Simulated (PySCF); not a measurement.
GeH5, SMILES [GeH5-], charge -1. Coordinates come from a PBE-D3(BJ)/def2-TZVPD optimisation.

The numbers are results of PBE-D3(BJ)/def2-TZVPD run with PySCF, not measurements.

Harmonic wavenumbers (cm⁻¹): 475, 475, 791, 851, 851, 1060, 1060, 1116, 1261, 1794, 1794, 1797. Rotational constants (GHz): 65.42, 50.82, 50.82; symmetry number 6.

Q: Work out the zero-point energy and the ideal-gas rigid-rotor harmonic-oscillator thermochemistry at 298.15 K and 1 atm.

A: ZPE = ½ Σ hcν = ½ × 13324 cm⁻¹ = 19.05 kcal/mol. H − E(el) = 21.92 kcal/mol. Entropy in cal/(mol K): translation 38.96, rotation 14.63, vibration 2.25, total 55.85. G − E(el) = 5.27 kcal/mol. Cp = 13.51 cal/(mol K).
